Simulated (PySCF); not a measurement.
## Spinor energies of Hg³⁺ (mercury, charge +3)

Start: [Xe] 4f14 5d9; 5d3/2 filled at m_j = -1/2, +1/2, +3/2; 5d5/2 filled at m_j = -5/2, -3/2, -1/2, +1/2, +3/2, +5/2. Calculated with PySCF 2.14 in x2c-TZVPPall-2c (11s11p10d3f1g, 124 functions): generalised Hartree-Fock with the X2C-1e Hamiltonian and a Gaussian nucleus; one run each with spin-orbit coupling (SO) screened by Boettger's factors, then bare. This is a chosen level, not necessarily the ground level.

```json
{"spinor shell": "1s1/2", "electrons": "2", "ε, screened SO (eV)": "-83573.6", "ε, bare SO (eV)": "-83571.5", "weight of nominal j (bare SO)": "1.000", "rms radius, bare SO (bohr)": "0.0187"}
{"spinor shell": "2s1/2", "electrons": "2", "ε, screened SO (eV)": "-14991.3", "ε, bare SO (eV)": "-14990.6", "weight of nominal j (bare SO)": "1.000", "rms radius, bare SO (bohr)": "0.0755"}
{"spinor shell": "2p1/2", "electrons": "2", "ε, screened SO (eV)": "-14360.5", "ε, bare SO (eV)": "-14404.9", "weight of nominal j (bare SO)": "1.000", "rms radius, bare SO (bohr)": "0.0638"}
{"spinor shell": "2p3/2", "electrons": "4", "ε, screened SO (eV)": "-12407.5", "ε, bare SO (eV)": "-12394.1", "weight of nominal j (bare SO)": "1.000", "rms radius, bare SO (bohr)": "0.0721"}
{"spinor shell": "3s1/2", "electrons": "2", "ε, screened SO (eV)": "-3653.6", "ε, bare SO (eV)": "-3653.5", "weight of nominal j (bare SO)": "1.000", "rms radius, bare SO (bohr)": "0.193"}
{"spinor shell": "3p1/2", "electrons": "2", "ε, screened SO (eV)": "-3370.7", "ε, bare SO (eV)": "-3380.4", "weight of nominal j (bare SO)": "1.000", "rms radius, bare SO (bohr)": "0.184"}
{"spinor shell": "3p3/2", "electrons": "4", "ε, screened SO (eV)": "-2931.7", "ε, bare SO (eV)": "-2928.7", "weight of nominal j (bare SO)": "1.000", "rms radius, bare SO (bohr)": "0.201"}
{"spinor shell": "3d3/2", "electrons": "4", "ε, screened SO (eV)": "-2468.7", "ε, bare SO (eV)": "-2477.0", "weight of nominal j (bare SO)": "1.000", "rms radius, bare SO (bohr)": "0.176"}
{"spinor shell": "4s1/2", "electrons": "2", "ε, screened SO (eV)": "-867.96", "ε, bare SO (eV)": "-867.93", "weight of nominal j (bare SO)": "1.000", "rms radius, bare SO (bohr)": "0.424"}
{"spinor shell": "4p1/2", "electrons": "2", "ε, screened SO (eV)": "-745.49", "ε, bare SO (eV)": "-747.94", "weight of nominal j (bare SO)": "1.000", "rms radius, bare SO (bohr)": "0.428"}
{"spinor shell": "4p3/2", "electrons": "4", "ε, screened SO (eV)": "-638.13", "ε, bare SO (eV)": "-637.39", "weight of nominal j (bare SO)": "1.000", "rms radius, bare SO (bohr)": "0.463"}
{"spinor shell": "4d3/2", "electrons": "4", "ε, screened SO (eV)": "-437.60", "ε, bare SO (eV)": "-439.47", "weight of nominal j (bare SO)": "1.000", "rms radius, bare SO (bohr)": "0.474"}
{"spinor shell": "4d5/2", "electrons": "6", "ε, screened SO (eV)": "-417.21", "ε, bare SO (eV)": "-416.08", "weight of nominal j (bare SO)": "1.000", "rms radius, bare SO (bohr)": "0.487"}
{"spinor shell": "5s1/2", "electrons": "2", "ε, screened SO (eV)": "-172.77", "ε, bare SO (eV)": "-172.78", "weight of nominal j (bare SO)": "1.000", "rms radius, bare SO (bohr)": "0.968"}
{"spinor shell": "4f5/2", "electrons": "6", "ε, screened SO (eV)": "-156.49", "ε, bare SO (eV)": "-157.81", "weight of nominal j (bare SO)": "1.000", "rms radius, bare SO (bohr)": "0.523"}
{"spinor shell": "4f7/2", "electrons": "8", "ε, screened SO (eV)": "-152.38", "ε, bare SO (eV)": "-151.41", "weight of nominal j (bare SO)": "1.000", "rms radius, bare SO (bohr)": "0.530"}
{"spinor shell": "5p1/2", "electrons": "2", "ε, screened SO (eV)": "-129.30", "ε, bare SO (eV)": "-129.76", "weight of nominal j (bare SO)": "0.999", "rms radius, bare SO (bohr)": "1.04"}
{"spinor shell": "5p3/2", "electrons": "4", "ε, screened SO (eV)": "-111.47", "ε, bare SO (eV)": "-111.35", "weight of nominal j (bare SO)": "0.999", "rms radius, bare SO (bohr)": "1.14"}
{"spinor shell": "5d3/2", "electrons": "3", "ε, screened SO (eV)": "-50.933", "ε, bare SO (eV)": "-51.155", "weight of nominal j (bare SO)": "0.984", "rms radius, bare SO (bohr)": "1.44"}
{"spinor shell": "5d5/2", "electrons": "6", "ε, screened SO (eV)": "-48.710", "ε, bare SO (eV)": "-48.600", "weight of nominal j (bare SO)": "0.992", "rms radius, bare SO (bohr)": "1.50"}
```

Question: Where does 3d5/2 lie, and what is the 3d spin-orbit splitting (bare SO)?

Answer: At -2369.9 eV, 107.05 eV above 3d3/2.

```csv
quantity,screened SO,bare SO
E (hartree),-19637.43940,-19639.38742
M_J,3/2,3/2
⟨J²⟩,3.754,3.754
⟨L²⟩,6.190,6.205
⟨S²⟩,0.932,0.947
```

Each row is a mean over spinors that exchange with the open shell spreads, by up to 4.133 eV (5p1/2).

Breit and QED terms are absent; they matter most for the inner s and p1/2 levels.

Densities and radii are taken from the X2C orbitals without a picture-change correction, which distorts them close to the nucleus.
